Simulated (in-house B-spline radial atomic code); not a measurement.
How numerical settings move a run on the iodine ion I²⁺, [Kr] 4d10 5s2 5p3. Computed with a B-spline radial code for spherical atoms: Dirac-Kohn-Sham BLYP, spherical fractional occupations, Fermi nucleus of rms radius 4.75 fm.

Command:
```bash
python run_scf.py task.json out
```
Settings of the sound reference run:
```
Z                53
electrons        51
configuration    [Kr] 4d10 5s2 5p3
hamiltonian      dirac
method           b88,lyp
spin_polarised   False
nucleus          fermi
rms_radius       4.75
mass_number      127
atomic_mass      126.9045
speed_of_light   137.036
knot_spacing     0.22
spline_order     8
gauss_points     12
box_radius       22.22
max_iterations   70
damping          0.5
damped_steps     3
diis_vectors     10
tolerance        1e-08
start            Thomas-Fermi
```

Time taken, with all properties: 1.7 s on 1 thread of Intel(R) Xeon(R) Platinum 8259CL CPU @ 2.50GHz, with other jobs on the host.

It converges in 9 iterations to -7118.331930 hartree, with 5p3/2 at -23.9377 eV. The other runs change the listed settings, some to values that make no sense; their results aren't properties of the atom or ion. Radii are in bohr (the nuclear one in fm), a minus after a letter asks for a j subshell, and «unchanged» means within 1e-8 hartree. The run stops when the residual is below 10 × tolerance × max(1, Z/10), or a noise floor if that is larger, and the energy moves by less than 1e-8 × √|E| hartree; so very loose and very tight tolerances often act alike.

| changed settings | outcome |
| --- | --- |
| spline_order = 5, max_iterations = 75, damping = 0.95, damped_steps = 1, start = bare nucleus | converged in 11 iterations, energy +1.38e-04 hartree from the reference, 5p3/2 level +1.9e-06 eV |
| electrons = 54, configuration = [Kr] 4d10 5s2 5p3 6s3, max_iterations = 100 | stopped with error: shell 6s holds at most 2 electrons |
| first_knot = 0.0189, max_iterations = 60, damping = 0.2, damped_steps = 8, tolerance = 1e-10 | converged in 14 iterations, energy +1.85e+00 hartree from the reference, 5p3/2 level +1.9e-02 eV |
| max_iterations = 8, damped_steps = 8, diis_vectors = 0, tolerance = 0.0001 | not converged after 8 iterations, last residual 2.1e-04, last energy +5.07e-07 hartree from the reference |
| damped_steps = 30 | converged in 17 iterations, energy unchanged, 5p3/2 level +8.2e-06 eV |
| tolerance = 1e-13 | converged in 10 iterations, energy unchanged, 5p3/2 level +7.9e-06 eV |
| start = bare nucleus | converged in 11 iterations, energy unchanged, 5p3/2 level +8.9e-06 eV |
| tolerance = 1e-06 | converged in 8 iterations, energy unchanged, 5p3/2 level +2.4e-04 eV |
| electrons = 52, configuration = [Kr] 4d10 5s2 5p3 6s-1, max_iterations = 100 | stopped with error: j subshells need the Dirac Hamiltonian and l > 0 |
| method = scan,scan | stopped with error: meta-GGAs are not served with the Dirac Hamiltonian |

(1) What happens with damped_steps = 1?

(2) What happens with damped_steps = 8?

(3) What happens with knot_spacing = 2, max_iterations = 75, tolerance = 1e-06?

(4) What happens with knot_spacing = 0.3, box_radius = 0.89, max_iterations = 8, damping = 0.8?

Results:

(1) Converged in 9 iterations, energy unchanged, 5p3/2 level +8.9e-06 eV.

(2) Converged in 12 iterations, energy unchanged, 5p3/2 level +1.1e-05 eV.

(3) Converged in 8 iterations, energy +4.89e+02 hartree from the reference, 5p3/2 level -3.9e+00 eV (the program warns: 5p3/2 reaches the box edge; 1s1/2 reaches the box edge).

(4) Converged in 8 iterations, energy +3.95e+02 hartree from the reference, 5p3/2 level +1.4e+03 eV (the program warns: 5p3/2 has a positive eigenvalue: unbound, held by the box; 4s1/2 has a positive eigenvalue: unbound, held by the box).
